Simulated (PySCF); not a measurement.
Structure problem from calculated spectra and properties.

Formula: C4H12NPSi2.

* 13C NMR: chemical shifts (computed TMS as zero) by class: 138.4 (2 C), 40.1 (2 C) ppm [GIAO PBE0/pcSseg-1]
* Dipole: 1.64 D [wB97X-D/def2-SVPD]
* UV, first state: lowest singlet excitation: 6.15 eV (201 nm, f = 0.000) [TDDFT wB97X-D/def2-SVPD]
* Rotational structure: rotational constants A, B, C: 1.923, 0.952, 0.793 GHz [PBE0-D3(BJ)/def2-SVP]
* Triplet: lowest triplet excitation (Tamm–Dancoff): 4.35 eV [TDA wB97X-D/def2-SVPD]
* Valence photoelectron: vertical ionisation energy: 8.76 eV [ΔSCF wB97X-D/def2-SVPD]
* 1H NMR: chemical shifts (computed TMS as zero) by class: 6.15 (2 H), 4.52 (6 H), 2.46 (4 H) ppm [GIAO PBE0/pcSseg-1]
* UV, strongest line: among the 10 lowest singlet transitions: S7 at 7.12 eV (174 nm, f = 0.127) [TDDFT wB97X-D/def2-SVPD]

The electronic properties come from PySCF, for the isolated species, density fitting. Levels stand in brackets. NMR shifts are as computed; neighbouring signals can stand in another order in a measured spectrum. The structure is a single PBE0-D3(BJ)/def2-SVP conformer in the gas phase; no vibrational or solvent corrections. NMR values are class means; diastereotopic atoms form classes of their own.

Question: Propose a structure and show how it fits.

Answer: Numbering: `[SiH3:1][N:2]([SiH3:3])[P:4]1[CH2:5][CH:6]=[CH:7][CH2:8]1`. 4 carbons fall into 2 classes; from least to most shielded: alkene CH carbon [C6/C7] (138.4 ppm, 2 C), ring sp3 carbon bound to phosphorus [C5/C8] (40.1 ppm, 2 C). Hydrogen classes from least to most shielded: 2 H on 2 alkene CH carbons, C6/C7 (6.15 ppm), 6 H on 2 SiH3 silicons, Si1/Si3 (4.52 ppm, a mean of values up to 0.6 ppm apart in this geometry), 4 H on 2 like atoms (sp3 carbon bound to phosphorus), C5/C8 (2.46 ppm). The first electron is taken from the HOMO, whose largest Löwdin shares are 0.56 on the three-coordinate phosphorus, 0.10 on the nitrogen bridging silicon atoms and 0.08 on each of 2 atoms of one kind (sp3 carbon bound to phosphorus). By its constants the optimised geometry is an asymmetric top. Structure: `[SiH3]N([SiH3])P1CC=CC1`. The assignments are read from this structure; whether some other isomer fits the data as well wasn't checked.
